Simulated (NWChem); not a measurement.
Species: InHClF; SMILES [F][InH][Cl]

All runs: NWChem. Medium grid unless said otherwise, to which SCAN and Minnesota functionals are sensitive. All runs use the structure optimised with PBE-D3(BJ)/def2-SVP. def2 effective core potentials on In; no spin-orbit coupling. Hybrids' shares of exact exchange are those that their runs print; pure functionals count as 0. The functionals differ in more than this share.

```csv
row,share of exact exchange,orbital gap (eV)
PBE/def2-SVP,0.00,4.59
N12/def2-SVP,0.00,4.50
B3LYP/def2-SVP,0.20,6.30
PBE0/def2-SVP,0.25,6.94
M06-2X/def2-SVP,0.54,withheld
```

Q: Fit a straight line of the last column on the one before it, predict the withheld value, and compare with the run.

A: 
1. Means of the 4 shown rows: x = 0.113, y = 5.583. Slope Σ(x − x̄)(y − ȳ)/Σ(x − x̄)² = 0.4829/0.05188 = 9.308; intercept 4.535.
2. The shown rows scatter about the line by 0.070 (root mean square); the largest residual is -0.10, at B3LYP/def2-SVP.
3. At x = 0.54 (M06-2X/def2-SVP; beyond the shown range) the line gives 9.56.
4. The run gives 8.84, -0.72 from the line, 10.3 times the scatter.
